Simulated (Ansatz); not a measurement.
Consider the atomization: `[CH3][GeH2][AlH][C]#N` → Al• + 2 C• + Ge• + 6 H• + N•.

Computed with Ansatz on PBE0-D4/def2-TZVP structures; ΔE is electronic, products minus reactants. CCSD(T)/CBS adds triple-zeta CCSD(T) − MP2 to the extrapolated MP2 energy (def2 sets, frozen cores). This one scheme is used for every species, atoms too. Functionals use def2-TZVPP. Open shells (•) are unrestricted, without spin–orbit coupling. Spin–orbit coupling would lower the free atoms: a little for Al, C; clearly for Ge. Bonds to Ge are less sure, by a few kJ/mol each and by 10 to 20 or more in all where they break to atoms, as the def2 sets lack core-valence functions. Scalar relativity is left out up to krypton. Each species was taken in one conformer, which may not be the lowest.

`[CH3][GeH2][AlH][C]#N`:

```xyz
11

C     0.544   -0.931    1.416
Ge    0.885   -0.634   -0.491
Al   -0.552    1.124   -1.462
C    -2.011    1.746   -0.335
N    -2.857    2.069    0.383
H    -0.502   -1.194    1.576
H     0.763   -0.027    1.985
H     1.174   -1.741    1.785
H     0.645   -1.949   -1.268
H     2.370   -0.274   -0.709
H    -0.458    1.810   -2.880
```

(1) What is ΔE at CCSD(T)/CBS? (An estimate is asked.)

(2) What do these levels give: BHLYP-D4, ωB97X-V, HF/def2-TZVPP, MP2/def2-QZVPP, MP2/CBS(def2), CCSD/CBS(def2)? (Best estimate.)

Largest T1 diagnostic among the species: 0.018.

Results:

(1) Ansatz gave: +3860.1 kJ/mol.

(2) Ansatz gave: BHLYP-D4 3736.7, ωB97X-V 3871.3, HF/def2-TZVPP 2763.3, MP2/def2-QZVPP 3871.3, MP2/CBS(def2) 3909.2, CCSD/CBS(def2) 3795.5 kJ/mol.

In def2-TZVPP, CCSD(T) changes the Hartree–Fock value by +1005.8 kJ/mol (the triples alone add +64.6 kJ/mol) and MP2 by +1054.9 kJ/mol; breaking electron pairs costs correlation energy, which Hartree–Fock lacks. At CCSD(T), def2-SVP lies −215.7 kJ/mol from the extrapolated value and def2-TZVPP −90.9 kJ/mol: correlation converges slowly with the basis, and small sets miss more of it in the bonded molecule than in its fragments.

For atomizations the MP2-based limit and the directly extrapolated one differ by several kJ/mol either way, and by 10 to 25 for some Ge, Se and Sn compounds, so smaller differences from it don't rank the levels.
